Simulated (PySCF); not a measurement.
Species: C5H5NO2Se.
SMILES: `CC(=O)Oc1c[se]cn1`

Computed with PySCF at wB97X-D/def2-SVPD, non-relativistic, on one gas-phase PBE0-D3(BJ)/def2-SVP geometry that isn't relaxed in the solvent. The solvent is an IEF-PCM continuum (Bondi radii, 1.10 Å for H, scaled by 1.2), and excitations are vertical TDDFT with non-equilibrium linear response and a frozen core. The model holds no explicit solvent molecules, cavitation or dispersion. Spin–orbit coupling is left out although an atom past zinc is present.

Gas-phase singlets (H = HOMO, L = LUMO):

| state | E (eV) | λ (nm) | f | leading configuration |
| --- | --- | --- | --- | --- |
| S1 | 5.127 | 242 | 0.075 | H→L 92% |
| S2 | 5.234 | 237 | 0.001 | H→L+1 82% |
| S3 | 5.347 | 232 | 0.000 | H-2→L 88% |
| S4 | 5.791 | 214 | 0.001 | H-3→L+2 68% |
| S5 | 6.009 | 206 | 0.001 | H-1→L 72% |

Q: How does the list change in cyclohexane (ε = 2.017)?

A: 
```csv
state,E (eV),λ (nm),f,leading configuration,change by rank (eV)
S1,5.069,245,0.108,H→L 93%,-0.058
S2,5.280,235,0.001,H→L+1 82%,+0.046
S3,5.398,230,0.000,H-2→L 88%,+0.051
S4,5.832,213,0.002,H-3→L+2 67%,+0.041
S5,5.981,207,0.004,H-1→L 74%,-0.028
```

Q: Give the list for methanol (ε = 32.61), n² = 1.77.

A: 
```json
{"state": "S1", "E (eV)": "5.090", "λ (nm)": "244", "f": "0.104", "leading configuration": "H→L 93%", "change by rank (eV)": "-0.037"}
{"state": "S2", "E (eV)": "5.389", "λ (nm)": "230", "f": "0.001", "leading configuration": "H→L+1 82%", "change by rank (eV)": "+0.155"}
{"state": "S3", "E (eV)": "5.505", "λ (nm)": "225", "f": "0.000", "leading configuration": "H-2→L 87%", "change by rank (eV)": "+0.158"}
{"state": "S4", "E (eV)": "5.898", "λ (nm)": "210", "f": "0.002", "leading configuration": "H-3→L+2 67%", "change by rank (eV)": "+0.107"}
{"state": "S5", "E (eV)": "6.000", "λ (nm)": "207", "f": "0.002", "leading configuration": "H-1→L 70%", "change by rank (eV)": "-0.009"}
```

Q: The ground-state energy changes by -0.304 eV from gas to methanol. By how much does the total energy of gas-phase S1 change?

A: E(S1) = E(S0) + excitation energy, so it changes by -0.304 − 0.037 = -0.341 eV: it is lowered more than the ground state, which is what a red shift means. This is the vertical state, with the slow part of the continuum still set for S0.

Q: How do the frontier levels move from gas to methanol?

A: 
```tsv
orbital	gas (eV)	solvent (eV)	change (eV)
LUMO+2	1.58	1.56	-0.02
LUMO+1	1.13	1.32	+0.19
LUMO	0.52	0.51	-0.01
HOMO	-8.76	-8.77	-0.01
HOMO-1	-9.93	-9.98	-0.05
HOMO-2	-10.04	-10.20	-0.16
HOMO-3	-10.37	-10.49	-0.12
```

The HOMO–LUMO gap goes from 9.28 to 9.29 eV.

Conformer computed: `[CH3:1][C:2](=[O:3])[O:4][c:5]1[cH:6][se:7][cH:8][n:9]1`: C1–C2–O4–C5 180°, C2–O4–C5–C6 0°.

wB97X-D is run here without its empirical dispersion term; that term would change no orbital, density or response property at a fixed geometry.
